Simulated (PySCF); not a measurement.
Compound: C₇H₉O₂ (doublet state).
Atom-mapped SMILES: `[CH2:1][CH2:2][C:3](=[O:4])[C:5](=[O:6])[CH:7]1[CH2:8][CH2:9]1` (hydrogens: H10, H11 on C1; H12, H13 on C2; H14 on C7; H15, H16 on C8; H17, H18 on C9)

Structure used (GFN2-xTB), in Å, numbered top down from 1:
```
atom  x, y, z in Å
C1     3.1187   -0.7141    1.4629
C2     2.1846   -0.4381    0.3927
C3     0.7809   -0.0024    0.8452
O4     0.3903    0.0451    1.9837
C5    -0.0623    0.4210   -0.3439
O6     0.4510    0.8629   -1.3539
C7    -1.5037    0.1879   -0.1640
C8    -2.4631    1.0655   -0.9407
C9    -2.2869   -0.3477   -1.3471
H10    3.2701    0.0152    2.2363
H11    3.5253   -1.6963    1.6065
H12    2.0750   -1.2744   -0.3008
H13    2.4768    0.4385   -0.2080
H14   -1.7855   -0.1359    0.8284
H15   -3.3723    1.3612   -0.4411
H16   -2.0183    1.8299   -1.5598
H17   -3.0689   -1.0614   -1.1376
H18   -1.7204   -0.5506   -2.2436
```

The hyperfine couplings belong to this conformer and change with its torsions.

Computed, not measured: PySCF, UKS B3LYP, pcH-1 on C H O, non-relativistic, mean-field spin-orbit, GIAO. Isolated species at its GFN2-xTB geometry (one conformer only). Couplings are sensitive to structure, and on GFN2-xTB geometries they can be far from those on DFT ones. The frame is twisted about the C3–C5 bond at this geometry (dihedral C2–C3–C5–O6 = -27°); couplings at other torsion angles weren't computed. Stability of the SCF solution: not tested.

The Mulliken spin populations are largest on C1 (+1.07) and C2 (-0.09). No atom but C1 exceeds +0.15. The angles at C1 add up to 359.0°, so it is planar; its axial dipolar tensor and the negative couplings of its protons fit spin in a p orbital normal to that plane.

Question: How do the β-proton couplings of this frozen conformer go with θ, the angle between the C–H bond and the normal to the plane of the spin centre's three neighbours, both seen down the bond from centre to carbon?

Answer: 
```csv
β H,on,centre,θ (°),cos²θ,a (G)
H12,C2,C1,87,0.00,+1.53
H13,C2,C1,34,0.69,+40.38
```

Couplings in gauss use g_iso = 2.0026.
